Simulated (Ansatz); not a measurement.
`CC1=CC(C)=[O+][Al-]([OH])([Cl])[O]1`, charge 0, multiplicity 1.

Problem. Give a relaxed structure at PBE0-D4/def2-TZVP (Ansatz 0.2.0). (An estimate is asked.)

Solution. The calculation gave: 
Z-matrix (Å, degrees):
```
C
C 1 1.489
H 1 1.088 2 112.5
H 1 1.093 2 109.1 3 -122.2
H 1 1.093 2 108.7 3 121.6
C 2 1.395 1 120.8 3 -2.1
O 2 1.276 1 115.5 3 177.5
C 6 1.395 2 123.0 1 177.7
H 6 1.080 2 118.5 1 -0.4
Al 7 1.811 2 126.1 1 172.2
C 8 1.489 6 120.8 2 -177.7
O 8 1.276 6 123.7 2 1.8
O 10 1.693 7 113.5 2 132.2
Cl 10 2.109 7 108.4 2 -98.0
H 11 1.088 8 112.5 6 2.2
H 11 1.093 8 109.1 6 124.4
H 11 1.093 8 108.7 6 -119.3
H 13 0.954 10 124.4 7 -53.8
```
Point group Cs.
This is one stationary point; other conformers may exist.
